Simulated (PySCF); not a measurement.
Method: PBE-D3(BJ)/def2-TZVP // B3LYP-D3(BJ)/def2-TZVP run with PySCF. All species are isolated molecules in the gas phase. Delta-SCF ions had no search for a lower state. Excitations are Tamm–Dancoff values on a coarser integration grid. The basis has no diffuse functions, so Rydberg states are missing or too high.

Reference species (SMILES): `C#CCC#N` (neutral, multiplicity 1).

```
Quantity                                   Value
--------------------------------------  --------
S1–T1 gap (TDA)                          0.95 eV
vertical ionisation energy (Delta-SCF)  10.60 eV
S1 excitation (TDA)                      6.41 eV
```

After one change: the S1–T1 gap (TDA) rises by 0.24 eV; the vertical ionisation energy (Delta-SCF) decreases by 1.31 eV; the S1 excitation (TDA) falls by 2.67 eV.

What was changed between the two runs? The new species is one of these.
A) `C=C=CC#N`
B) `N=c1c2c1C2`
C) `C#CN=C=C`
D) `C#CNC#C`

B, `N=c1c2c1C2`
